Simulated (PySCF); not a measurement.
Sb(iPr)2 (C6H14Sb), SMILES C[CH](C)[Sb][CH](C)C, multiplicity 2.

Geometry optimised at PBE0-D3(BJ)/def2-SVP. The spin state was assumed, not searched. The isomer is the one that the SMILES or the coordinates give; other isomers of the formula were not compared. The def2 effective core potentials stand for the cores of Sb; spin–orbit coupling is left out. One conformer was computed; it need not be the lowest.

These are PySCF with C-PCM-ωB97X/def2-SVP values and carry that method's errors.

The values are the electrostatic part of the solvation free energy, E(continuum) − E(gas) at the gas-phase geometry, in a cavity of scaled van der Waals radii (PySCF's table); cavitation and dispersion terms are not included. A continuum can't describe solvent molecules that bind to the metal. The dipole moment in vacuum is 0.91 D.

Computed values in water (ε = 78.36), 2-propanol (ε = 19.26), cyclohexanone (ε = 15.62):
| solvent | ε | ΔG(elec) (kcal/mol) | dipole (D) |
|---|---|---|---|
| water | 78.36 | -1.1 | 1.31 |
| 2-propanol | 19.26 | -1.1 | 1.29 |
| cyclohexanone | 15.62 | -1.1 | 1.28 |
